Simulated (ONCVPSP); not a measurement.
## zinc, ONCV: configuration errors across variants

| Property | Result |
| --- | --- |
| Element | Zn |
| Generator | ONCVPSP 4.0.1 |
| Type | optimised norm-conserving Vanderbilt (ONCV) |
| Functional | PBEsol |
| Relativity | scalar-relativistic |
| Frozen core | [Ne] 3s2 |
| Valence charge | 18 |
| Reference configuration | 3p6 3d10 4s2 |
| Partial waves | 4s: rc 2.05 bohr, ncon 3, nbas 6, qcut 2.8 1/bohr, 2 projectors, debl 3.1 Ha; 3p: rc 1.00 bohr, ncon 4, nbas 9, qcut 14.2 1/bohr, 2 projectors, debl 3.6 Ha; 3d: rc 1.15 bohr, ncon 3, nbas 7, qcut 12.6 1/bohr, 1 projector |
| Local potential | polynomial inside 0.90 bohr (lpopt 1, dvloc0 0 Ha) |
| Core correction | Teter function, fcfact 5.25, rcfact 1.75 |

All-electron excitation energies from the reference (eV): (1) 3p6 3d10 4s1 9.900; (2) 3p6 3d10 4s0 28.249; (3) 3p6 3d9 4s0 68.758; (4) 3p6 3d10 4s0 4p1 16.258.

A true bound ghost makes a file unfit for plane-wave use even where its test errors are small: the radial tests pick states by their node count and pass the ghost by.

Errors AE − PS in meV (a dash: test not solved or not reliable):

```csv
change,(1),(2),(3),(4),bound ghosts,GHOST(+) flags above zero
base,-3.3,-30,-76,-28,none,s
"all radii but the core radius scaled by about 0.87 (s 1.78, p 0.88, d 1.00 bohr); local potential polynomial inside 0.78 bohr (lpopt 1, dvloc0 0 Ha)",-5.4,-30,+15,-25,s,none
"all radii but the core radius scaled by about 1.11 (s 2.28, p 1.12, d 1.28 bohr); local potential polynomial inside 1.00 bohr (lpopt 1, dvloc0 0 Ha)",-5.2,-49,-205,-43,none,s
"all radii but the core radius scaled by about 1.18 (s 2.42, p 1.18, d 1.36 bohr); local potential polynomial inside 1.06 bohr (lpopt 1, dvloc0 0 Ha)",-7.3,-68,-299,-57,none,s
"all radii but the core radius scaled by about 1.30 (s 2.68, p 1.30, d 1.50 bohr); local potential polynomial inside 1.18 bohr (lpopt 1, dvloc0 0 Ha)",-12,-115,-503,-91,none,s
```

(1) Give the same row for: all radii but the core radius scaled by about 0.79 (s 1.62, p 0.78, d 0.90 bohr); local potential polynomial inside 0.70 bohr (lpopt 1, dvloc0 0 Ha).

## Answers

(1) -6.5, -35, +36, -29; bound ghosts: s; GHOST(+) flags above zero: none.
